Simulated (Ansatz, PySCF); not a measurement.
Reaction R1 + 3 R2 → P1 + 3 P2, each structure at its B3LYP-D3(BJ)/def2-TZVP stationary point, reached from a drawn start (curvature not checked).
R1: B3Cl3O3 (SMILES ClB1OB(Cl)OB(Cl)O1), charge 0, multiplicity 1.
P1: B3F3O3 (SMILES FB1OB(F)OB(F)O1), charge 0, multiplicity 1.
P2: HCl (SMILES Cl), charge 0, multiplicity 1.
R2, HF (SMILES F) (charge 0, multiplicity 1):
```xyz
2

F      0.000     0.000     0.462
H      0.000     0.000    -0.462
```

P less R. No zero-point or thermal terms.

Correlated levels freeze the cores.

Programs: Ansatz (a program for electronic structure); PySCF for the D3/D4 terms. Each number belongs to the level named beside it.

Problem. Estimate the reaction energy that BLYP-D4/def2-TZVPP returns for this input.

Solution. -44.7 kcal/mol

Problem. Give the reaction energy at the level CCSD(T)/cc-pV(T+d)Z.

Solution. -50.4 kcal/mol

Problem. Predict the reaction energy from B2PLYP-D4/def2-TZVPP.

Solution. -45.8 kcal/mol
